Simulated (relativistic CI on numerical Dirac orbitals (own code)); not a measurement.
**Mn²⁺ in a cubic cluster: 3s photoemission with charge transfer**

Computed with a charge-transfer multiplet model of a cubic metal-ligand cluster with up to 3 ligand holes, Slater and spin-orbit integrals from Dirac-Coulomb-Breit ions, Slater integrals scaled by 0.9. The ground state mixes d5 with configurations of k ligand holes L, whose averages lie at kΔ + k(k − 1)U_dd/2; a core hole lowers each added d electron by U_cd. 300 K, Lorentzian 1.4 eV and Gaussian 0.8 eV FWHM.

Atomic integrals in eV (Slater integrals scaled, ζ unscaled), ground: F2dd 9.229, F4dd 5.732, zeta_d 0.037; with the core hole: F2dd 10.316, F4dd 6.457, zeta_d 0.045, G2cd 10.543.

Cluster parameters (eV): Δ = 4.6, U_dd = 6.1, U_cd = 7.1, 10Dq = 0.9, 10Dq(ligand) = 1, final-state hopping factor = 0.8.

Weights, n_d and S are thermal averages at 300 K. Binding energies count from the first peak over 30 % of the highest in each spectrum, which can be another peak from case to case. The parameters are a model scan and need not match a compound or its usual spin state. Peaks in eV (height, largest 100): 0.0 (100), 4.8 (19), 11.3 (49), 16.2 (28).

**Question.** Which parameters give this spectrum?
A. V(eg) = 2.1 eV, V(t2g) = -0.9 eV
B. V(eg) = 2.4 eV, V(t2g) = -1.02 eV
C. V(eg) = 1.5 eV, V(t2g) = -0.64 eV

**Answer.** A. V(eg) = 2.1 eV, V(t2g) = -0.9 eV; the ground state then has 5.17 d electrons and S = 2.50. The choice follows from running the model for each set and comparing peak positions and heights. Without intra-shell correlation the exchange splitting of the 3s hole comes out too large.
